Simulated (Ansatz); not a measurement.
The first iterations of a band of C$_{2}$H$_{3}$BO (7 atoms, charge 0, multiplicity 1).

Theory: Ansatz, RKS BHLYP/6-31G*.

```yaml
movable_images: 6
climbing_image: no
spring: 5.0 eV/Å²
optimiser: quadratic models (default)
start_path: through a guess of the saddle point
force_threshold: 0.05 eV/Å
iteration_limit: 60
end_points: relaxed
```

First end point:

```xyz
7
Properties=species:S:1:pos:R:3
B -0.739 0.999 -0.751
C 0.080 0.446 0.218
C 0.430 -0.966 0.341
O 1.147 -1.414 1.199
H -1.429 1.475 -1.563
H 0.518 1.093 0.969
H -0.008 -1.634 -0.414
```

Last end point:

```xyz
7
Properties=species:S:1:pos:R:3
B -0.729 0.946 -0.749
C 0.106 0.490 0.263
C 0.422 -0.932 0.340
O 0.007 -1.770 -0.426
H -1.429 1.340 -1.595
H 0.534 1.150 1.003
H 1.088 -1.223 1.165
```

| iteration | highest image above the first end (eV) | largest band force component (eV/Å) |
| --- | --- | --- |
| 1 | 24.883 | 118.576 |
| 2 | 7.691 | 31.610 |
| 3 | 3.384 | 16.734 |
| 4 | 1.340 | 7.994 |

Task: Does the band converge within its limit, and where does its top end?

Result: The run converged. It ended after 13 iterations with the highest image 0.393 eV above the first end. No image climbed, so the highest image needn't sit at the top of the path.

The run took 2.2 min on 1 thread of Arm Neoverse V2, on a shared host, peak memory 0.12 GiB.
